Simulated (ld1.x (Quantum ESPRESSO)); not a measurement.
**Reading a pseudo-wave (H (Z = 1))**

Columns: radius, all-electron u(r) and pseudo u(r) of the 1s shell (level -6.49 eV) of hydrogen in the configuration 1s1; PBE, scalar-relativistic, TM semilocal scheme, ld1.x (Quantum ESPRESSO) 7.5.

```json
{"r (bohr)": "0.045", "all-electron": "0.0826", "pseudo": "0.0704"}
{"r (bohr)": "0.090", "all-electron": "0.1578", "pseudo": "0.1397"}
{"r (bohr)": "0.135", "all-electron": "0.2260", "pseudo": "0.2069"}
{"r (bohr)": "0.180", "all-electron": "0.2878", "pseudo": "0.2711"}
{"r (bohr)": "0.225", "all-electron": "0.3436", "pseudo": "0.3312"}
{"r (bohr)": "0.270", "all-electron": "0.3939", "pseudo": "0.3866"}
{"r (bohr)": "0.315", "all-electron": "0.4389", "pseudo": "0.4367"}
{"r (bohr)": "0.360", "all-electron": "0.4792", "pseudo": "0.4811"}
{"r (bohr)": "0.405", "all-electron": "0.5150", "pseudo": "0.5199"}
{"r (bohr)": "0.450", "all-electron": "0.5468", "pseudo": "0.5531"}
{"r (bohr)": "0.495", "all-electron": "0.5747", "pseudo": "0.5812"}
{"r (bohr)": "0.540", "all-electron": "0.5992", "pseudo": "0.6049"}
{"r (bohr)": "0.585", "all-electron": "0.6205", "pseudo": "0.6248"}
{"r (bohr)": "0.630", "all-electron": "0.6387", "pseudo": "0.6417"}
{"r (bohr)": "0.675", "all-electron": "0.6543", "pseudo": "0.6559"}
{"r (bohr)": "0.720", "all-electron": "0.6673", "pseudo": "0.6681"}
{"r (bohr)": "0.765", "all-electron": "0.6780", "pseudo": "0.6783"}
{"r (bohr)": "0.810", "all-electron": "0.6867", "pseudo": "0.6867"}
{"r (bohr)": "0.855", "all-electron": "0.6933", "pseudo": "0.6933"}
{"r (bohr)": "0.900", "all-electron": "0.6982", "pseudo": "0.6982"}
{"r (bohr)": "0.945", "all-electron": "0.7015", "pseudo": "0.7015"}
{"r (bohr)": "0.990", "all-electron": "0.7032", "pseudo": "0.7032"}
{"r (bohr)": "1.035", "all-electron": "0.7037", "pseudo": "0.7037"}
{"r (bohr)": "1.080", "all-electron": "0.7028", "pseudo": "0.7028"}
{"r (bohr)": "1.125", "all-electron": "0.7009", "pseudo": "0.7009"}
{"r (bohr)": "1.170", "all-electron": "0.6979", "pseudo": "0.6979"}
```

Question: How many radial nodes do the two functions have?

Answer: The all-electron 1s function has n − l − 1 = 0; the pseudo-wave has 0.

Question: At about which radius was the pseudo-wave matched?

Answer: 0.90 bohr. The columns agree to 0.0005 from 0.77 bohr on; several derivatives are matched, so the curves merge somewhat inside the radius.

Question: Is the pseudo-wave norm-conserving?

Answer: Yes: the TM semilocal scheme keeps the norm inside the radius equal to the all-electron one, which fixes the energy derivative of the logarithmic derivative at the level.
